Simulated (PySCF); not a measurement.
**Nickel: a sound run and one with changed settings**

Sound run: Ni⁺ [Ar] 3d9, Ni²⁺ [Ar] 3d8. Computed with PySCF 2.14 in Sapporo-DKH3-DZP-2012, with the spin-free X2C one-electron Hamiltonian (Gaussian nucleus). In the sound run the correlated levels freeze [Ar]. The sound run starts from symmetry-adapted Hartree-Fock orbitals and uses a fine grid where one is needed.

Changed run: no relativity, point nucleus. This setting is unsound on purpose.

| species | method | sound run (hartree) | changed run (hartree) | converged |
| --- | --- | --- | --- | --- |
| Ni⁺ | UHF | -1518.76182 | -1500.54399 | yes |
| Ni⁺ | MN15 | -1521.21271 | -1503.03690 | yes |
| Ni⁺ | M06-L | -1520.16966 | -1501.95333 | yes |
| Ni⁺ | MP2 | -1519.07306 | -1500.85076 | yes |
| Ni²⁺ | UHF | -1518.20629 | -1499.97837 | yes |
| Ni²⁺ | MN15 | -1520.50126 | -1502.31673 | yes |
| Ni²⁺ | M06-L | -1519.51348 | -1501.29031 | yes |
| Ni²⁺ | MP2 | -1518.40550 | -1500.17474 | yes |

Ionisation energy of Ni⁺:

```json
{"method": "UHF", "sound run (eV)": "15.117", "changed run (eV)": "15.391"}
{"method": "MN15", "sound run (eV)": "19.360", "changed run (eV)": "19.597"}
{"method": "M06-L", "sound run (eV)": "17.856", "changed run (eV)": "18.042"}
{"method": "MP2", "sound run (eV)": "18.165", "changed run (eV)": "18.395"}
{"method": "SCS-MP2", "sound run (eV)": "17.849", "changed run (eV)": "18.082"}
```

Most of the change in total energy is the relativistic energy itself. On top of that the contraction fixes the core shape for the Hamiltonian it was made with, so the changed run is not a good calculation with the other Hamiltonian either.

For comparison, NIST gives 18.169 eV between the lowest levels.
